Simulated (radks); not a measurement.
Coulomb parameter of the 4f shell of the terbium ion Tb3+ in the model configuration [Xe] 4f6 5d2, as a second difference U = [E(n + 0.5) + E(n - 0.5) - 2 E(n)] / (0.5)^2 with all orbitals relaxed. "Bare": the charge of the atom changes with n. "Screened": the 5d shell takes up the change at fixed total charge, which measures U(4f,4f) + U(5d,5d) - 2 U(4f,5d). Calculated with a radial shooting solver on a logarithmic mesh with Libxc functionals: Dirac Kohn-Sham, PBE, spin-unpolarised, spherical densities, point nucleus; open shells are shared between the two j in proportion to 2j + 1.

case,configuration,E - E(n) (eV)
start,[Xe] 4f6 5d2,0.000
bare +0.5,[Xe] 4f6.5 5d2,-22.073
bare -0.5,[Xe] 4f5.5 5d2,27.256
screened +0.5,[Xe] 4f6.5 5d1.5,-9.595
screened -0.5,[Xe] 4f5.5 5d2.5,11.182

U(bare) = 20.732 eV, U(screened by 5d) = 6.347 eV.
